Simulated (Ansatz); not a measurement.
Consider the redistribution: `[OH][Sc]([OH])[OH]` + `C[SiH](Cl)[GeH3]` → `[CH3][Sc]([OH])[OH]` + `O[SiH](Cl)[GeH3]`.

Isolated molecules relaxed with PBE0-D4/def2-TZVP in Ansatz; ΔE leaves out vibrations. CCSD(T)/CBS adds triple-zeta CCSD(T) − MP2 to the extrapolated MP2 energy (def2 sets, frozen cores). DFT in def2-TZVPP. B3LYP here is the variant with VWN-RPA as its local correlation; programs differ in this. For Ge, Sc outer-core shells are correlated without core-valence functions, which leaves a few kJ/mol of doubt a bond. Scalar relativity is left out up to krypton. One conformer a species, not always the lowest.

(1) Is it downhill or uphill in electronic energy at CCSD(T)/CBS, and by how much? (Estimate.)

(2) What do these levels give: PBE-D4, r2SCAN-D4, PBE0-D4, B3LYP-D4, ωB97X-V, B2PLYP, PBE0, MP2/def2-TZVPP, CCSD(T)/def2-TZVPP, SCS-MP2/def2-QZVPP, MP2/CBS(def2), CCSD/CBS(def2)? (Best estimate.)

Largest T1 diagnostic among the species: 0.016.

Answers

(1) Ansatz gave: Uphill: ΔE = +23.0 kcal/mol.

(2) Ansatz gave: PBE-D4 24.5, r2SCAN-D4 23.8, PBE0-D4 24.0, B3LYP-D4 23.9, ωB97X-V 23.9, B2PLYP 23.9, PBE0 23.6, MP2/def2-TZVPP 24.5, CCSD(T)/def2-TZVPP 23.5, SCS-MP2/def2-QZVPP 23.6, MP2/CBS(def2) 24.0, CCSD/CBS(def2) 22.8 kcal/mol.

In def2-TZVPP, CCSD(T) changes the Hartree–Fock value by +1.6 kcal/mol (the triples alone add +0.2 kcal/mol) and MP2 by +2.6 kcal/mol.
